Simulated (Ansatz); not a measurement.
Diatomic NiF, multiplicity 4 (not the ground state: that is measured with 2S+1 = 2). No spin–orbit coupling. Ni is treated without relativity.

Constants: fifth-degree fit in 1/R to seven points, most abundant isotopes. In def2 and cc sets the state is the lowest found near the PBE0 minimum, followed along R.

Programs: Ansatz (Gaussian basis) for Hartree–Fock, density functionals and correlated methods. Values without a source in brackets are computed.

Energies at wB97X-V/def2-TZVPP:

| R (Å) | E (hartree) |
|---|---|
| 1.637406 | -1607.97015181 |
| 1.681422 | -1607.97485149 |
| 1.721917 | -1607.97706024 |
| 1.767694 | -1607.97762383 |
| 1.813471 | -1607.97657195 |
| 1.866291 | -1607.97382033 |
| 1.927914 | -1607.96907369 |

Task: With a reduced mass of 14.3068 u, find the minimum, the force constant and the constants.

Result: A fifth-degree polynomial in 1/R puts the minimum at r_e = 1.7590 Å with force constant 351 N/m. Then ω_e = (1/2πc)√(k/μ) = 645 cm⁻¹ and B_e = h/(8π²cμr_e²) = 0.3808 cm⁻¹; the cubic and quartic terms give α_e = 0.0030 and ω_e x_e = 3.3 cm⁻¹.

Ansatz is an electronic-structure program.
